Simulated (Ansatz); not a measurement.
`[CH3][Al]1[SiH2][SiH2]1` → Al• + C• + 7 H• + 2 Si•  (atomization)

Computed with Ansatz on PBE0-D4/def2-TZVP structures; ΔE is electronic, products minus reactants. CCSD(T)/CBS adds triple-zeta CCSD(T) − MP2 to the extrapolated MP2 energy (def2 sets, frozen cores). This one scheme is used for every species, atoms too. Functionals use def2-TZVPP. Open shells (•) are unrestricted, without spin–orbit coupling. Spin–orbit coupling would lower the free atoms: a little for Al, C, Si.

```csv
species,PBE0-D4 energy (Eh)
`[CH3][Al]1[SiH2][SiH2]1`,-863.32774
Al•,-242.24899
C•,-37.80537
H•,-0.50104
Si•,-289.24948
```

Work out ΔE.

ΔE = 7 × (-0.50104) + 2 × (-289.24948) + (-242.24899) + (-37.80537) − (-863.32774) = 1.26714 Eh = +795.1 kcal/mol. CCSD(T)/CBS gives +796.9 kcal/mol.

Largest T1 diagnostic among the species: 0.018.

At CCSD(T), def2-SVP lies −50.8 kcal/mol from the extrapolated value and def2-TZVPP −20.4 kcal/mol: correlation converges slowly with the basis, and small sets miss more of it in the bonded molecule than in its fragments. Leaving LDA and LC-ωPBE aside and taking each functional with its dispersion term where it has one, the values, not all of them listed here, spread over 27.4 kcal/mol, from BHLYP-D4 to B97M-V. LDA lies +96.7 kcal/mol from PBE without D4, its usual overbinding.

For atomizations the MP2-based limit and the directly extrapolated one differ by several kJ/mol either way, and by 10 to 25 for some Ge, Se and Sn compounds, so smaller differences from it don't rank the levels.
